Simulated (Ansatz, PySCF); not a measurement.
ReOF3, SMILES [O]=[Re]([F])([F])[F] (connectivity only; charge and spin as stated), neutral, multiplicity 3. Atoms are numbered in the order given.

```xyz
5

Re     0.0536    -0.1394     0.0000
O     -0.7248    -1.6119     0.0000
F      0.6262     0.2328     1.7333
F      0.6262     0.2328    -1.7333
F     -0.7212     1.5638     0.0000
```
Charge 0, spin multiplicity 3.

Geometry optimised at PBE0-D3(BJ)/def2-SVP. The spin state was assumed, not searched. The def2 effective core potentials stand for the cores of Re; spin–orbit coupling is left out.

Two levels are set side by side: PBE-D3(BJ)/def2-SVP (Ansatz, a quantum-chemistry and plane-wave program) and PBE0-D3(BJ)/def2-SVP (Ansatz). Each level has its own optimised geometry; the coordinates shown are those of the second. Frequencies come from the Hessian of PySCF at each geometry. Differences are taken from unrounded values.

| quantity | PBE0-D3(BJ) |
|---|---|
| mean bond length (Å) | 1.816 |
| bond Re1–O2 (Å) | 1.666 |
| bond Re1–F3 (Å) | 1.863 |
| bond Re1–F4 (Å) | 1.863 |
| bond Re1–F5 (Å) | 1.871 |
| highest harmonic wavenumber (cm⁻¹) | 1086 |
| mean harmonic wavenumber (cm⁻¹) | 474 |
| zero-point energy (kcal/mol) | 6.10 |

Task: What does PBE-D3(BJ) give, and how far is it from PBE0-D3(BJ)? (Estimate from the structure and the level; the computed values follow.)

Result: 
| quantity | PBE-D3(BJ) | PBE-D3(BJ) minus PBE0-D3(BJ) |
|---|---|---|
| mean bond length (Å) | 1.835 | 0.019 |
| bond Re1–O2 (Å) | 1.688 | 0.022 |
| bond Re1–F3 (Å) | 1.880 | 0.017 |
| bond Re1–F4 (Å) | 1.880 | 0.017 |
| bond Re1–F5 (Å) | 1.890 | 0.019 |
| highest harmonic wavenumber (cm⁻¹) | 1025 | -61 |
| mean harmonic wavenumber (cm⁻¹) | 453 | -21 |
| zero-point energy (kcal/mol) | 5.82 | -0.27 |

Exact exchange shortens and stiffens bonds; PBE has none. Differences between two approximate levels are no errors against the true value.
